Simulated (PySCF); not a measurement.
Input for PySCF: R-B3LYP/LANL2DZ on SiSe, 2S+1 = 1, a spin state set in the input, which need not be the lowest, a point of a bond scan (R = 2.185 Å).

```python
from pyscf import gto, scf, dft, mp
from pyscf.data.elements import chemcore

mol = gto.M(
    atom='''
    Si    0.00000000    0.00000000    0.00000000
    Se    0.00000000    0.00000000    2.18524000
    ''',
    basis='lanl2dz',
    ecp={'Se': 'lanl2dz', 'Si': 'lanl2dz'},
    charge=0, spin=0, verbose=3, max_memory=1800)
mf = dft.RKS(mol, xc='b3lyp')
mf.conv_tol = 1e-8
mf.max_cycle = 100
mf.kernel()
if not mf.converged:
    mf = mf.newton().run(mf.mo_coeff, mf.mo_occ)
```

Program output:

```
converged SCF energy = -13.0990445869237
```

The calculation finished and met its thresholds.

Cost: about 0.3 core-seconds (a rough figure).
